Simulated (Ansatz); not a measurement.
Species: C3H8BrSi, charge -1, multiplicity 1. It need not be the lowest isomer of its formula. Whether it binds its extra electron was not tested at this geometry. 
Geometry from a B3LYP-D3(BJ)/def2-TZVP (Ansatz, a program for electronic structure) optimisation:
```xyz
13

Si     0.2307    -0.0020    -1.0309
C      1.7628    -0.3930    -1.7463
C     -1.1866    -1.1895    -1.4249
C     -0.3410     1.7877    -1.2414
Br    -0.1023    -0.0639     1.5081
H      2.0903    -1.4285    -1.8072
H      2.5859     0.3165    -1.6997
H     -0.8787    -2.2166    -1.2163
H     -1.4534    -1.1221    -2.4834
H     -2.0661    -0.9721    -0.8171
H     -0.5693     1.9909    -2.2915
H      0.4523     2.4698    -0.9274
H     -1.2232     1.9958    -0.6342
```
Charge -1, spin multiplicity 1.

Basis-set convergence of Hartree-Fock and MP2 correlation energies (hartree) with Ansatz. Valence correlation only, unless marked. Spin-orbit coupling is left out. Frozen are the shells of the preceding noble gas and the d and f shells that filled before the atom's block. Non-relativistic.

```csv
basis,functions,E(HF),"E(corr, MP2)"
def2-SVPD,189,-2979.17893,-0.70303
def2-TZVPPD,352,?,?
```

Task: Complete the blanks.

Result: 
- def2-TZVPPD, E(HF): -2979.72202
- def2-TZVPPD, E(corr, MP2): -0.83919
